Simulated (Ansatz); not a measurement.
One change: `[SH][In]([SH])[Cl]` becomes `[F][In]([SH])[SH]`.

Ansatz, PBE0-D4/def2-TZVP geometries, multiplicity 1. Each molecule was computed in one conformer, which needn't be the lowest.

Elements past krypton have def2 core potentials.

| property | `[SH][In]([SH])[Cl]` |
| --- | --- |
| LUMO energy (PBE0/def2-TZVPP) / eV | -2.08 |
| HOMO energy (ωB97M-V/def2-TZVPP) / eV | -10.03 |
| HOMO–LUMO gap (PBE/def2-TZVPP) / eV | 3.72 |
| size of the dipole moment (PBE/def2-TZVPP) / D | 1.65 |
| HOMO–LUMO gap (B3LYP/def2-TZVPP) / eV | 5.24 |
| HOMO energy (PBE/def2-TZVPP) / eV | -6.64 |

Problem. Give the same properties after the change, and the shifts. (An estimate is asked.)

Solution. Ansatz gave: 
| property | `[F][In]([SH])[SH]` | shift |
| --- | --- | --- |
| LUMO energy (PBE0/def2-TZVPP) / eV | -2.11 | -0.03 |
| HOMO energy (ωB97M-V/def2-TZVPP) / eV | -10.09 | -0.06 |
| HOMO–LUMO gap (PBE/def2-TZVPP) / eV | 3.73 | 0.01 |
| size of the dipole moment (PBE/def2-TZVPP) / D | 2.13 | 0.48 |
| HOMO–LUMO gap (B3LYP/def2-TZVPP) / eV | 5.26 | 0.02 |
| HOMO energy (PBE/def2-TZVPP) / eV | -6.69 | -0.05 |

Dipoles are sizes alone; their direction can turn.

B3LYP here is the variant with VWN-RPA as its local correlation; programs differ in this.
